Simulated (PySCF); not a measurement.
Delta-SCF ions had no search for a lower state. Excitations are Tamm–Dancoff values on a coarser integration grid. The basis has no diffuse functions, so Rydberg states are missing or too high.

Cartesian coordinates (Å):
```xyz
18

B      3.6809    -0.6248    -0.0480
C      2.1522    -0.5670    -0.0426
C      1.3448     0.5587     0.0410
C     -0.0465     0.2695     0.0201
C     -1.1560     1.1618     0.0863
C     -0.9234     2.5669     0.1899
N     -0.7141     3.7108     0.2743
C     -2.4544     0.6478     0.0487
C     -2.6716    -0.7394    -0.0534
C     -1.6100    -1.6359    -0.1199
C     -0.3010    -1.1299    -0.0830
S      1.1789    -2.0270    -0.1498
H      4.2624    -1.6790    -0.1267
H      4.2956     0.4108     0.0282
H      1.7525     1.5698     0.1154
H     -3.3024     1.3342     0.0995
H     -3.6973    -1.1164    -0.0809
H     -1.7905    -2.7110    -0.1991
```
Charge 0, spin multiplicity 1.

Problem. What is the computed T1 excitation (TDA), S1 excitation (TDA), S1 oscillator strength, HOMO–LUMO gap, total energy, HOMO, LUMO and vertical ionisation energy (Delta-SCF) (r2SCAN-D4/def2-TZVP // r2SCAN-D4/def2-SVP in PySCF)?

Solution. 
The T1 excitation (TDA) comes out as 2.34 eV and the S1 excitation (TDA) comes out as 3.44 eV. The S1 oscillator strength is 0.095 and the HOMO–LUMO gap is 2.83 eV. The total energy is -824.2460 Ha, the HOMO comes out as -6.37 eV and the LUMO is -3.54 eV. The vertical ionisation energy (Delta-SCF) is 8.56 eV.
